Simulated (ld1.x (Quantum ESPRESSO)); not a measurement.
## Before and after: ultrasoft potential for nitrogen (N)

* Element: nitrogen
* Generator: ld1.x (Quantum ESPRESSO) 7.5
* Type: ultrasoft
* Functional: PBE
* Relativity: scalar-relativistic
* Frozen core: [He]
* Valence charge: 5
* Reference configuration: 2s1.75 2p3.25
* Partial waves: 2s (bound): rcut 1.00, rcutus 1.20 bohr; 2s channel at 0.45 Ry: rcut 1.00, rcutus 1.20 bohr; 2p (bound): rcut 1.25, rcutus 1.75 bohr; 2p channel at 3.6 Ry: rcut 1.25, rcutus 1.75 bohr; 3d channel at 0.2 Ry: rcut 1.30, rcutus 1.70 bohr; 3d channel at 2.55 Ry: rcut 1.30, rcutus 1.70 bohr
* Local potential: all-electron potential smoothed inside 1.65 bohr (lloc = -1)
* Core correction: a·sin(br)/r model core, default radius (core density twice the valence density)
* Augmentation charge: PSQ, inside the norm-conserving radii

All-electron outer shells of the reference configuration (PBE, scalar-relativistic, ld1.x):

```tsv
shell	level (eV)	outermost node (bohr)	outermost maximum (bohr)
1s	-384.93	–	0.15
2s	-18.70	0.32	1.02
2p	-7.20	–	0.98
```

Change: functional LDA (PZ); removed wave 3d channel at 2.55 Ry: rcut 1.30, rcutus 1.70 bohr.

Cutoffs: the cutoffs (Ry, on a coarse ladder) from which the occupation-weighted sum of valence levels, in a spherical-Bessel basis at the reference potential, stays within 10 and 1 mRy of its value at 400 Ry; they do not see the model core or the augmentation charge, which bear on the density cutoff. Errors are all-electron minus pseudo energies relative to the spin-unpolarised reference configuration.

How do hardness, ghosts and transferability respond?

The potential gets neither clearly harder nor softer (25 Ry and 35 Ry → 25 Ry and 35 Ry); the number of tests with a reliable result goes from 7 to 9; of the 7 tests that both files solve, the error grows in 0 and shrinks in 6 by more than 15 % and 0.3 meV (median size 2.3 → 1.0 meV); neither file shows a bound ghost.

| quantity | base | changed |
| --- | --- | --- |
| cutoff, loose | 25 Ry | 25 Ry |
| cutoff, tight | 35 Ry | 35 Ry |
| bound ghosts | none | none |
| error for 2s2 2p3, meV [ΔE -2.87 → -2.80 eV] | -0.2 | +0.1 |
| error for 2s2 2p2, meV [ΔE 10.72 → 10.94 eV] | +2.8 | +2.3 |
| error for 2s2 2p1, meV [ΔE 39.57 → 39.90 eV] | +30 | +20 |
| error for 2s2 2p0, meV [ΔE 86.65 → 87.07 eV] | +55 | -8.4 |
| error for 2s1 2p3, meV [ΔE 22.50 → 22.39 eV] | -2.3 | +1.0 |
| error for 2s2 2p3.3, meV [ΔE -4.49 → -4.46 eV] | -0.4 | -0.1 |
| error for 2s1 2p4, meV [ΔE 8.63 → 8.41 eV] | -1.6 | +0.8 |
| s: phases at 1.91 bohr within 0.05 rad from the reference energy up to (Ry; the scan ends near 5) | to the end of the scan | to the end of the scan |
| p: phases at 1.91 bohr within 0.05 rad from the reference energy up to (Ry; the scan ends near 5) | to the end of the scan | to the end of the scan |
| d: phases at 1.91 bohr within 0.05 rad from the reference energy up to (Ry; the scan ends near 5) | to the end of the scan | to the end of the scan |
| lowest overlap eigenvalue by channel | s 0.50, p 0.89, d 0.97 | s 0.49, p 0.89, d 0.94 |
